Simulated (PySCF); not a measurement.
## Trend along group 15: MBe cations

PBE0 with double-zeta basis sets in PySCF, for the lowest determinant that a PBE0 search found; no spin–orbit coupling. De refers to high-spin ground-configuration atoms (the charge goes to the atom of lower measured ionisation energy or higher electron affinity, which is not always the lowest computed limit). A positive dipole points towards Be; it is taken about the centre of mass and depends on that origin.

| M | basis | charged atom | state (unpaired electrons) | Re (Å) | ωe (cm⁻¹) | De (eV) | μ (D) |
| --- | --- | --- | --- | --- | --- | --- | --- |
| N | x2c-SVPall | Be+ | triplet (π ↑↑) | 1.611 | 895 | 1.90 | 7.39 |
| P | cc-pVDZ/cc-pV(D+d)Z | Be+ | triplet (π ↑↑) | 2.020 | 658 | 2.66 | 6.62 |
| Sb | x2c-SVPall | Sb+ | triplet (π ↑↑) | 2.354 | 470 | 2.82 | 7.08 |

The shortest bond is that of BeN⁺ (1.611 Å), the longest that of BeSb⁺ (2.354 Å).

The rows differ in basis set, which adds steps of its own.

Down a group the atoms grow and get heavier, so bonds lengthen and wavenumbers fall; this series shows no clear exception.

Spin–orbit coupling is left out, which matters for elements this heavy, above all for dissociation energies. For an ion De counts to the pair picked by the measured ionisation energies or electron affinities, which need not be the lowest pair at this level. States were picked by a PBE0 search and need not be the measured ground states.
